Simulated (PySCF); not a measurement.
Compound: B(H2O)Cl3.
Geometry (PBE0-D3(BJ)/def2-SVP, Å), atoms numbered from 1 in this order:
```
atom  x, y, z in Å
B1     0.1440   -0.0553   -0.6073
O2     0.1924    0.0347    1.0449
H3    -0.4152   -0.6590    1.3581
H4    -0.1973    0.8989    1.2680
Cl5    1.8376   -0.2651   -1.1474
Cl6   -0.6193    1.5433   -1.0473
Cl7   -0.9421   -1.4975   -0.8690
```

The closed-shell ground state was solved at several levels (PySCF, density fitting, gas phase, non-relativistic).

| level | basis functions | HOMO (eV) | LUMO (eV) | gap (eV) | dipole (D) |
| --- | --- | --- | --- | --- | --- |
| wB97X-D/pcSseg-1 | 116 | -10.39 | 1.38 | 11.77 | 5.06 |
| wB97X-D/def2-SVPD | 140 | -10.34 | 0.71 | 11.05 | 4.64 |

Question: What might PBE0/pcSseg-1 (116 basis functions) give for the same quantities?

Answer: HOMO -8.46 eV, LUMO -0.44 eV, gap 8.02 eV, dipole 4.99 D.

Question: Over all these levels, which gives the widest orbital gap and which the narrowest?

Answer: wB97X-D/pcSseg-1 (range-separated hybrid) has the widest, 11.77 eV, and PBE0/pcSseg-1 (global hybrid, 25 % exact exchange) the narrowest, 8.02 eV. The two share the basis. From the narrowest to the widest the HOMO moves by -1.93 eV and the LUMO by +1.82 eV.

Question: How far do the dipole and the HOMO energy spread over the levels?

Answer: The dipole runs from 4.64 to 5.06 D (mean 4.89 D) and the HOMO from -10.39 to -8.46 eV.
